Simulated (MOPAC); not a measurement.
Input for MOPAC: PM6 on GeI, 2S+1 = 2, a spin state set in the input, which need not be the lowest, a point of a bond scan (R = 2.536 Å).

```
PM6 1SCF PRECISE CHARGE=0 UHF MS=0.5 THREADS=1
GeI

Ge     0.00000000 1     0.00000000 1     0.00000000 1
I      0.00000000 1     0.00000000 1     2.53611000 1
```

It printed:

```
*******************************************************************************
 **                                                                           **
 **                              MOPAC v23.2.5                                **
 **                                                                           **
 *******************************************************************************
 ** MOPAC's Digital Object Identifier: https://doi.org/10.5281/zenodo.6511958 **
 **                                                                           **
 ** Please cite the open-source release paper for use of this MOPAC version:  **
 ** J. E. Moussa and J. J. P. Stewart (2026)                                  **
 ** MOPAC: An open-source semiempirical molecular orbital program             **
 ** J. Open Source Softw., 11(119), 8025, https://doi.org/10.21105/joss.08025 **
 *******************************************************************************

                              PM6 CALCULATION RESULTS

 *******************************************************************************
 *  PM6        - The PM6 Hamiltonian to be used
 *  UHF        - UNRESTRICTED HARTREE-FOCK CALCULATION
 *
 *
 *
 *                 CHARGE ON SYSTEM = 0
 *
 *
 *
 *  MS=        - IN MECI, MAGNETIC COMPONENT OF SPIN =  0.5
 *  PRECISE    - TIGHTER CRITERIA TO BE USED
 *  1SCF       - DO 1 SCF AND THEN STOP
 *  THREADS=1  - MULTI-THREADING NOT USED
 *  T=         - A TIME OF 172800.0 SECONDS REQUESTED
 *  DUMP=N     - RESTART FILE WRITTEN EVERY 7200.0 SECONDS REQUESTED
 *******************************************************************************
PM6 1SCF PRECISE CHARGE=0 UHF MS=0.5 THREADS=1
 GeI

   ATOM   CHEMICAL          X               Y               Z
  NUMBER   SYMBOL      (ANGSTROMS)     (ANGSTROMS)     (ANGSTROMS)

     1      Ge          0.00000000  *   0.00000000  *   0.00000000  *
     2       I          0.00000000  *   0.00000000  *   2.53611000  *



          CARTESIAN COORDINATES

    NO.       ATOM           X           Y           Z

     1        Ge          0.0000      0.0000      0.0000
     2         I          0.0000      0.0000      2.5361

 General Reference for PM6:
 "Optimization of Parameters for Semiempirical Methods V: Modification of NDDO Approximations
 and Application to 70 Elements", J. J. P. Stewart, J. Mol. Mod., 13, 1173-1213 (2007)
 URL: https://link.springer.com/article/10.1007/s00894-007-0233-4

           Empirical Formula: Ge I  =     2 atoms



      MOLECULAR POINT GROUP   :   C*v


          UHF CALCULATION, NO. OF ALPHA ELECTRONS =    6
                           NO. OF BETA  ELECTRONS =    5

 -------------------------------------------------------------------------------
 PM6 1SCF PRECISE CHARGE=0 UHF MS=0.5 THREADS=1
 GeI



     1SCF WAS SPECIFIED, SO BFGS WAS NOT USED
     SCF FIELD WAS ACHIEVED


                              PM6 CALCULATION
                                                       MOPAC v23.2.5 Linux




          FINAL HEAT OF FORMATION =         56.02047 KCAL/MOL =     234.38963 KJ/MOL


          COSMO AREA              =        109.12 SQUARE ANGSTROMS
          COSMO VOLUME            =         99.47 CUBIC ANGSTROMS

          IONIZATION POTENTIAL    =          7.179562 EV
          ALPHA SOMO LUMO (EV)    =         -7.180 -2.354
          BETA  SOMO LUMO (EV)    =         -9.209 -1.961
          NO. OF ALPHA ELECTRONS  =          6
          NO. OF BETA  ELECTRONS  =          5
          MOLECULAR WEIGHT        =        199.4945         POINT GROUP:  C*v

          MOLECULAR DIMENSIONS (Angstroms)

            Atom       Atom       Distance
            I     2   Ge     1     2.53611
            I     2   Ge     1     0.00000
           Ge     1    I     2     0.00000


          SCF CALCULATIONS        =          1





   ATOM   CHEMICAL          X               Y               Z
  NUMBER   SYMBOL      (ANGSTROMS)     (ANGSTROMS)     (ANGSTROMS)

     1      Ge          0.00000000  *   0.00000000  *   0.00000000  *
     2       I          0.00000000  *   0.00000000  *   2.53611000  *

                             CARTESIAN COORDINATES

   1   Ge        0.000000000     0.000000000     0.000000000
   2    I        0.000000000     0.000000000     2.536110000


           Empirical Formula: Ge I  =     2 atoms



      MOLECULAR POINT GROUP   :   C*v


          ALPHA EIGENVALUES
 -19.98162 -15.39404 -10.30988 -10.13139  -9.29272  -7.17956  -2.35376  -1.23512
 112.44926 112.45416 112.50089 112.86584 112.86859


           BETA EIGENVALUES
 -20.20389 -15.30468 -10.20886 -10.05740  -9.20943  -1.96065  -1.25895  -1.02498
 112.29039 112.31050 112.44273 112.88883 112.89866


              NET ATOMIC CHARGES AND DIPOLE CONTRIBUTIONS

  ATOM NO.   TYPE          CHARGE      No. of ELECS.   s-Pop       p-Pop       d-Pop
    1         Ge           0.276259        3.7237     1.88977     1.83397
    2          I          -0.276259        7.2763     1.96223     5.31165     0.00238
 DIPOLE           X         Y         Z       TOTAL
 POINT-CHG.     0.000     0.000    -3.365     3.365
 HYBRID         0.000     0.000     2.173     2.173
 SUM            0.000     0.000    -1.192     1.192


          ATOMIC ORBITAL ELECTRON POPULATIONS

     Atom    s        px        py        pz      x^2-y^2     xz        z^2       yz        xy
    1 Ge   1.88977   1.03597   0.10814   0.68986
    2  I   1.96223   1.96372   1.89165   1.45629   0.00000   0.00031   0.00186   0.00021   0.00000


                    (SZ)    =    0.500000
                    (S**2)  =    0.759338


          ATOMIC ORBITAL SPIN POPULATIONS

    Atom   Total    s     px     py     pz   x^2-y^2  xz     z^2    yz     xy
         Atomic
    1 Ge  1.0475 -0.015  0.964  0.014  0.084
    2  I -0.0475  0.001  0.036 -0.014 -0.071  0.000  0.000  0.000  0.000  0.000

 **********************
 *                    *
 * JOB ENDED NORMALLY *
 *                    *
 **********************




 == MOPAC DONE ==
```

The run finished.

Cost: very roughly 0.03 core-seconds.
